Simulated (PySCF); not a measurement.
**Steps of a relaxation of [Yb(NH3)]3+**

[Yb(NH3)]3+ (singlet in the valence; each metal's 4f electrons, 13 of them, lie in its core potential, out of spins and levels). PySCF 2.14.0, RKS r2SCAN, Yb lcecp-1-SVP with ECP59, N def2-SVP, H def2-SVP; non-relativistic Hamiltonian with scalar-relativistic core potentials where named; density fitting; no spin-orbit coupling. Origin of the start: template. Columns: position (Å) and force (eV/Å). Energies are counted from the last step; some of the 6 steps are shown. Forces carry noise of the integration grid, about 0.01 to 0.03 eV/Å.

Run from Python with OMP_NUM_THREADS=2. Where DIIS fails, smearing, a level shift and second-order steps follow.
It took 10 s on 2 threads of Arm Neoverse V1, on a shared host, from the converged density of the start.

```xyz
5
step 0  E = 0.184 eV
Yb    0.0000    0.0000   -0.2254     0.00    0.00    1.11
N     0.0000    0.0000    2.2321     0.00    0.00   -2.78
H     0.9392    0.0000    2.6301     0.83    0.00    0.56
H    -0.4696    0.8133    2.6301    -0.42    0.72    0.56
H    -0.4696   -0.8134    2.6301    -0.42   -0.72    0.56
```

```xyz
5
step 2  E = 0.016 eV
Yb    0.0000    0.0000   -0.1558     0.00    0.00    0.45
N     0.0000    0.0000    2.1538     0.00    0.00    0.26
H     0.9459    0.0000    2.6330    -0.27    0.00   -0.24
H    -0.4730    0.8191    2.6330     0.13   -0.23   -0.24
H    -0.4729   -0.8192    2.6330     0.13    0.23   -0.24
```

```xyz
5
step 3  E = 0.005 eV
Yb    0.0000    0.0000   -0.1315     0.00    0.00    0.17
N     0.0000    0.0000    2.1475     0.00    0.00    0.35
H     0.9428    0.0000    2.6270    -0.17    0.00   -0.18
H    -0.4714    0.8165    2.6270     0.08   -0.14   -0.18
H    -0.4714   -0.8165    2.6270     0.08    0.14   -0.18
```

Where does the relaxation end?

It converges at step 5 in C3v:
```xyz
5
step 5  E = 0
Yb    0.0000    0.0000   -0.1134
N     0.0000    0.0000    2.1531
H     0.9419    0.0000    2.6191
H    -0.4710    0.8157    2.6191
H    -0.4709   -0.8158    2.6191
```

How did the contacts change?


| contact | start (Å) | end (Å) |
| --- | --- | --- |
| Yb1–N2 (NH3) | 2.458 | 2.267 |


No frequency check is given that shows the relaxed geometry to be a minimum. An lcecp potential fixes the number of 4f electrons, so in runs with it no electron can move into or out of that shell.
